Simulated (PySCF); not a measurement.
**How methods differ on the ionisation energy of Cs³¹⁺**

Cs³¹⁺ [Ar] 3d6 [3d3/2^4 3d5/2^2, M_J = 4] → Cs³²⁺ [Ar] 3d5 [3d3/2^4 3d5/2^1, M_J = 5/2], as a difference of total energies. All numbers are calculated (PySCF 2.14, the two-component X2C-1e Hamiltonian, in an uncontracted even-tempered set (16 s from 5.2 bohr⁻², ratio 2.8; 12 p from 6.8 bohr⁻², ratio 2.8; 8 d from 6.8 bohr⁻², ratio 2.8; 3 f from 25 bohr⁻², ratio 3)). Correlated levels: [Ne] frozen; the 74 highest virtual spinors dropped. "Screened" scales the spin-orbit matrix elements by Boettger's factors to mimic the two-electron term; Breit and QED terms are absent.

| method | ionisation energy (eV) |
| --- | --- |
| GHF (spin-free) | 1930.9 |
| GMP2 (spin-free) | 1932.0 |
| GHF (screened spin-orbit) | 1935.6 |
| GMP2 (screened spin-orbit) | 1936.4 |

Breit and QED terms and the two-electron picture change are absent.

The spin-free rows relax to the high-spin LS determinant and lack the spin-orbit shift.

The labels give the starting determinants; with spin-orbit coupling the two ends relaxed to ⟨J²⟩ = 20.03, ⟨L²⟩ = 8.82, ⟨S²⟩ = 4.43 and ⟨J²⟩ = 8.76, ⟨L²⟩ = 1.38, ⟨S²⟩ = 6.39.

For comparison: 1936 ± 4 eV (theoretical estimate listed by NIST; NIST Atomic Spectra Database, ionization energies).
